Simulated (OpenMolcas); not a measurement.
# Gd3+: effect of the metal basis and ligand basis

Gd3+ with 8 ligands (fluoride) in cubic eightfold coordination (Oh) at 2.36 Å. A charge of +0.625 e stands 2.8 Å behind each ligand.

```yaml
Program: OpenMolcas
Method: CASSCF
Spin-orbit_coupling: RASSI with atomic mean-field integrals over the reference wave functions
```

Fixed: active space 7 electrons in 7 orbitals (4f), DKH2 Hamiltonian.

States (labels of O, the rotations of Oh). Energies in cm-1 above the lowest state or level, χT in cm3 K/mol.

```json
{"Run": "A", "Metal basis": "ANO-RCC-VDZP", "Ligand basis": "ANO-RCC-VDZP", "Ground state": "8A1", "χT at 300 K": "7.851", "Cost": "roughly 90 core-seconds"}
{"Run": "B", "Metal basis": "ANO-RCC-VTZP", "Ligand basis": "ANO-RCC-VTZP", "Ground state": "8A1", "χT at 300 K": "7.852", "Cost": "roughly 10 core-minutes"}
```

Costs are those of the RASSCF and RASSI steps.

No quartet enters the spin-orbit mixing, so the splitting and order within the octet and the sextets are unsound, and g values and χT are rough. No measured value stands beside these numbers; the geometry was imposed, not optimised, and the real ion may take another.
